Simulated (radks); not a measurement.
Values are calculated unless marked as measured or tabulated.
Species: Se III. Configuration: [Ar] 3d10 4s2 4p2 (the NIST ground configuration).

Code: a radial shooting solver on a logarithmic mesh with Libxc functionals. Model: Dirac Kohn-Sham, PBE, spin-unpolarised, spherical densities, point nucleus; open shells fill j = l - 1/2 first.

Energy parts (eV):
| part | energy |
|---|---|
| total | -66096.173 |
| kinetic | 67684.202 |
| electron-nucleus | -158887.565 |
| Hartree | 27481.993 |
| exchange-correlation | -2374.804 |

Orbitals (lengths in bohr, moments of r in powers of bohr; r(max) is where P^2 peaks):
| orbital | occ. | eigenvalue (eV) | r(max) | <r^2> |
|---|---|---|---|---|
| 1s1/2 | 2 | -12523.90 | 0.02880 | 0.002616 |
| 2s1/2 | 2 | -1629.149 | 0.1645 | 0.04521 |
| 2p1/2 | 2 | -1463.837 | 0.1296 | 0.03486 |
| 2p3/2 | 4 | -1422.072 | 0.1327 | 0.03632 |
| 3s1/2 | 2 | -235.9706 | 0.5023 | 0.3792 |
| 3p1/2 | 2 | -179.4306 | 0.4947 | 0.3978 |
| 3p3/2 | 4 | -173.5542 | 0.5033 | 0.4122 |
| 3d3/2 | 4 | -76.1279 | 0.4511 | 0.4895 |
| 3d5/2 | 6 | -75.2306 | 0.4538 | 0.4962 |
| 4s1/2 | 2 | -37.5102 | 1.474 | 3.257 |
| 4p1/2 | 2 | -25.7079 | 1.677 | 4.449 |
| 4p3/2 | 0 | -25.1948 | 1.704 | 4.585 |

The highest occupied level is 4p1/2 at -25.708 eV. For comparison, the ionisation energy in NIST's Atomic Spectra Database is 31.70 eV (measured). In exact Kohn-Sham theory the highest level is minus the ionisation energy, but local and semilocal functionals leave it too shallow, through self-interaction and a potential that decays too fast; potentials with the right tail come closer. The density falls to 0.001 e/bohr^3 at r = 3.57 bohr.

Beside tabulated values, note that spin-unpolarised runs miss the spin-polarisation part of the exchange energy of open shells.
